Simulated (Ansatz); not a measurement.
Computed with Ansatz on PBE0-D4/def2-TZVP structures; ΔE is electronic, products minus reactants. CCSD(T)/CBS is the MP2 limit (def2-TZVPP, def2-QZVPP) plus CCSD(T) − MP2 in def2-TZVPP, frozen cores. Functionals use def2-TZVPP. For Ge outer-core shells are correlated without core-valence functions, which leaves a few kJ/mol of doubt a bond. Scalar relativity is left out up to krypton. One conformer a species, not always the lowest.

Consider the redistribution: `[F][GeH2][GeH3]` + `[BH2][GeH2][OH]` → `[BH2][GeH2][F]` + `[OH][GeH2][GeH3]`.

```csv
level,ΔE (kJ/mol)
ωB97X-V,-0.6
ωB97M-V,-0.6
B2PLYP,-0.9
PBE-QIDH,-1.1
BHLYP,-0.4
CAM-B3LYP,-0.3
CCSD(T)/def2-TZVPP,-1.2
HF/CBS(def2),0.1
```

(1) What does CCSD(T)/CBS give? (Estimate.)

Largest T1 diagnostic among the species: 0.012.

Answers

(1) The calculation gave: -0.9 kJ/mol. The listed levels differ from it by 0.3, 0.3, 0.0, -0.2, 0.5, 0.6, -0.3, 1.0 kJ/mol.

Leaving LDA and LC-ωPBE aside and taking each functional with its dispersion term where it has one, the values, not all of them listed here, spread over 0.9 kJ/mol, from r2SCAN-D4 to ωB97X-V.
